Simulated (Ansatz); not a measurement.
Basis sets compared for the cluster B₂P₂⁺ (the lowest doublet isomer of a short search). The state is a doublet with charge 1. Geometry PBE-D4/def2-TZVP. Ansatz on 4 threads of Arm Neoverse V2 on a shared host; times are rough, and most runs start from earlier orbitals.

```xyz
4

B     0.5894   -0.5867   -0.2189
B    -0.5889    0.5877    0.2173
P     1.1703    0.9219    0.6791
P    -1.1707   -0.9230   -0.6775
```

At PBE-D4/def2-SVP, PBE-D4/def2-TZVP the gap within one spin of the charge 1 doublet nearly closes, so an electron or hole may be smeared out by delocalisation error. The structure comes from a short search, and lower isomers may exist.

| level | functions | energy (Eh) | HOMO (eV) | LUMO (eV) | wall time |
| --- | --- | --- | --- | --- | --- |
| PBE-D4/def2-SVP | 64 | -731.3633 | -11.77 | -11.72 | 1.1 s |
| PBE0-D4/def2-SVP | 64 | -731.4181 | -12.76 | -11.06 | 0.95 s |

Q: Estimate the rows for PBE-D4/def2-TZVP, PBE0-D4/def2-TZVP (with forces).

A: 
```json
{"level": "PBE-D4/def2-TZVP", "functions": "136", "energy (Eh)": "-731.6492", "HOMO (eV)": "-11.67", "LUMO (eV)": "-11.61", "wall time": "3.1 s"}
{"level": "PBE0-D4/def2-TZVP (with forces)", "functions": "136", "energy (Eh)": "-731.7038", "HOMO (eV)": "-12.65", "LUMO (eV)": "-10.91", "wall time": "4.8 s"}
```
